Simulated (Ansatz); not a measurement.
FH2SSb, SMILES `[F][SbH][SH]`, charge 0, multiplicity 1.

Question: Give a relaxed structure at PBE0-D4/def2-TZVP (Ansatz 0.2.0). (An estimate is asked.)

Answer: The calculation gave: 
Z-matrix (Å, degrees):
```
Sb
F 1 1.921
S 1 2.405 2 99.0
H 1 1.717 2 92.0 3 -93.9
H 3 1.342 1 95.7 2 -67.3
```
